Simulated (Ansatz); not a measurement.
**Setting up CH8GeO (SMILES [GeH4].CO) in Ansatz**

The species is CH8GeO (11 atoms), meant as a singlet with charge 0. As SMILES, `[GeH4].CO`. The shape comes from GFN2-xTB, which is rough for such elements, and wasn't checked as a minimum.

```jsonl
{"atom": "Ge", "x (Å)": "-0.4281", "y (Å)": "-0.5023", "z (Å)": "-1.7935"}
{"atom": "H", "x (Å)": "0.1512", "y (Å)": "-1.5862", "z (Å)": "-0.9719"}
{"atom": "H", "x (Å)": "-1.8208", "y (Å)": "-0.1908", "z (Å)": "-1.4018"}
{"atom": "H", "x (Å)": "-0.4633", "y (Å)": "-0.9950", "z (Å)": "-3.2079"}
{"atom": "H", "x (Å)": "0.4244", "y (Å)": "0.7092", "z (Å)": "-1.7806"}
{"atom": "C", "x (Å)": "0.6922", "y (Å)": "0.3387", "z (Å)": "1.6406"}
{"atom": "O", "x (Å)": "-0.4438", "y (Å)": "0.3227", "z (Å)": "0.8105"}
{"atom": "H", "x (Å)": "1.4164", "y (Å)": "-0.3329", "z (Å)": "1.1850"}
{"atom": "H", "x (Å)": "0.4547", "y (Å)": "-0.0191", "z (Å)": "2.6474"}
{"atom": "H", "x (Å)": "1.1289", "y (Å)": "1.3399", "z (Å)": "1.7061"}
{"atom": "H", "x (Å)": "-1.1117", "y (Å)": "0.9159", "z (Å)": "1.1661"}
```

Settings wanted:

```json
{
 "basis set": "def2-TZVP",
 "integral approximation": "automatic",
 "task": "energy",
 "method": "DFT",
 "functional": "BHLYP",
 "dispersion": "D4",
 "reference": "RKS",
 "accuracy": "medium"
}
```

Question: Write the Ansatz 0.2.0 input and the command.

Answer: One that was run (others would do as well):

input.yaml:
```yaml
crystal:
  periodic: [false, false, false]
  atoms:
    - symbol: Ge
      position_ang: [-0.428140, -0.502310, -1.793550]
    - symbol: H
      position_ang: [0.151210, -1.586210, -0.971890]
    - symbol: H
      position_ang: [-1.820810, -0.190850, -1.401770]
    - symbol: H
      position_ang: [-0.463320, -0.994960, -3.207880]
    - symbol: H
      position_ang: [0.424370, 0.709180, -1.780610]
    - symbol: C
      position_ang: [0.692200, 0.338680, 1.640650]
    - symbol: O
      position_ang: [-0.443820, 0.322700, 0.810460]
    - symbol: H
      position_ang: [1.416400, -0.332930, 1.184990]
    - symbol: H
      position_ang: [0.454740, -0.019120, 2.647420]
    - symbol: H
      position_ang: [1.128870, 1.339910, 1.706060]
    - symbol: H
      position_ang: [-1.111710, 0.915900, 1.166130]
basis:
  gaussian:
    orbitals: def2-TZVP
hamiltonian:
  xc: {name: BHLYP}
  dispersion: d4
```

```bash
$ ansatz run input.yaml --threads 1 --pin off --max-ram 2610MiB --events-out events.jsonl --progress --plain --runs-dir runs
```

Calculated total energy: -2195.07161 Eh.
